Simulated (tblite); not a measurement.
Species: C₄H₁₁FSe₂Si.
Atom-mapped SMILES: `[CH3:1][Se:2][C@@H:3]([F:4])[SiH2:5][C@H:6]([CH3:7])[SeH:8]` (hydrogens: H9, H10, H11 on C1; H12 on C3; H13, H14 on Si5; H15 on C6; H16, H17, H18 on C7; H19 on Se8)

Computed with GFN2-xTB (tblite), gas phase: L-BFGS steps from a force-field or distance-geometry start until the largest atomic force falls under 0.01 eV/Å.

Step 0: E = -732.5845 eV
```
atom  x, y, z in Å  |  force x, y, z in eV/Å
C1      3.8870    0.7010   -0.4902    0.336  -0.264  -0.794
Se2     2.0680    0.8108    0.2454    0.255   0.770   0.515
C3      1.2031   -0.8524   -0.1907    1.335  -0.976  -0.652
F4      1.2604   -1.7836    0.8201    0.157   0.117   0.248
Si5    -0.5391   -0.6602   -0.7979   -0.751  -0.715  -1.582
C6     -1.6191    0.4344    0.2237   -0.946   1.297   1.326
C7     -2.6529   -0.3478    1.0130   -0.434   0.047   1.092
Se8    -2.6493    1.5268   -1.0196   -0.484   1.042  -1.182
H9      3.8002    0.8430   -1.5952    0.156  -0.021   0.793
H10     4.3390   -0.2886   -0.3039   -0.270   0.452   0.097
H11     4.5202    1.4995   -0.0534   -0.575  -0.484  -0.199
H12     1.7728   -1.3071   -1.0336   -0.073   0.207   0.388
H13    -1.1516   -2.0077   -0.7578    0.160   0.105  -0.049
H14    -0.4820   -0.2132   -2.2071    0.116   0.024   0.187
H15    -1.0688    1.1546    0.8640   -0.068  -0.377  -0.194
H16    -3.6291   -0.2849    0.4919    0.531  -0.606   0.333
H17    -2.3096   -1.3833    1.1444   -0.505   0.306   0.133
H18    -2.8211    0.1134    2.0161    0.177  -0.422  -0.629
H19    -3.9379    2.0547   -0.3615    0.885  -0.501   0.169
```

Step 1: E = -732.8052 eV
```
atom  x, y, z in Å  |  force x, y, z in eV/Å
C1      3.8918    0.6972   -0.5015    0.072  -0.093  -0.209
Se2     2.0716    0.8218    0.2528    0.244   0.441   0.337
C3      1.2221   -0.8663   -0.2000    0.242  -0.303  -0.215
F4      1.2627   -1.7819    0.8237    0.195   0.094   0.175
Si5    -0.5498   -0.6704   -0.8205   -0.483  -0.124  -0.489
C6     -1.6326    0.4529    0.2426   -0.669   0.295   0.222
C7     -2.6591   -0.3471    1.0286   -0.168   0.060   0.377
Se8    -2.6562    1.5417   -1.0365   -0.338   0.817  -0.833
H9      3.8024    0.8427   -1.5839    0.111   0.024   0.229
H10     4.3352   -0.2821   -0.3025   -0.156   0.180   0.108
H11     4.5119    1.4925   -0.0562   -0.415  -0.347  -0.161
H12     1.7718   -1.3042   -1.0281    0.382  -0.122  -0.099
H13    -1.1493   -2.0062   -0.7585    0.038  -0.097  -0.057
H14    -0.4804   -0.2129   -2.2045    0.103   0.111  -0.129
H15    -1.0698    1.1492    0.8612    0.124   0.019   0.122
H16    -3.6215   -0.2936    0.4966    0.304  -0.540   0.277
H17    -2.3168   -1.3790    1.1463   -0.382   0.178   0.170
H18    -2.8186    0.1074    2.0071    0.009  -0.172   0.036
H19    -3.9253    2.0475   -0.3591    0.786  -0.423   0.139
```

Q: Estimate the geometry and energy of step 2. (The exact step hangs on the optimiser's Hessian estimate; all steps are aligned on step 1, rigid shifts and turns removed.)

A: E = -732.9189 eV, largest force 0.682 eV/Å
```
atom  x, y, z in Å  |  force x, y, z in eV/Å
C1      3.8948    0.6940   -0.5095   -0.232  -0.054   0.169
Se2     2.0785    0.8354    0.2628    0.158   0.092   0.166
C3      1.2328   -0.8772   -0.2076   -0.317   0.122   0.023
F4      1.2680   -1.7792    0.8289    0.194   0.127   0.045
Si5    -0.5643   -0.6759   -0.8381   -0.178   0.179   0.170
C6     -1.6523    0.4647    0.2527   -0.247  -0.015  -0.364
C7     -2.6648   -0.3455    1.0418    0.032   0.056  -0.091
Se8    -2.6662    1.5654   -1.0611   -0.097   0.505  -0.448
H9      3.8057    0.8432   -1.5754    0.055   0.052  -0.238
H10     4.3304   -0.2761   -0.2995   -0.049  -0.086   0.123
H11     4.4997    1.4823   -0.0609   -0.150  -0.075  -0.034
H12     1.7809   -1.3064   -1.0291    0.537  -0.232  -0.245
H13    -1.1478   -2.0082   -0.7600   -0.050  -0.222  -0.064
H14    -0.4774   -0.2101   -2.2070    0.085   0.162  -0.308
H15    -1.0670    1.1483    0.8635    0.042   0.067   0.092
H16    -3.6121   -0.3090    0.5046   -0.043  -0.435   0.153
H17    -2.3280   -1.3735    1.1510   -0.209   0.012   0.197
H18    -2.8178    0.1016    2.0057   -0.118   0.047   0.516
H19    -3.9028    2.0354   -0.3551    0.588  -0.304   0.140
```

The energy changes by -0.1137 eV. The first-order estimate −F·Δx gives -0.1707 eV and the mean of the old and new forces, exact on a quadratic surface, -0.1140 eV. The step makes an angle of 8° with the force vector and moves no atom by more than 0.036 Å.

The cost below is that of the whole relaxation. Time: 2.8 s. Hardware: one thread of an Arm Neoverse N1, shared host.
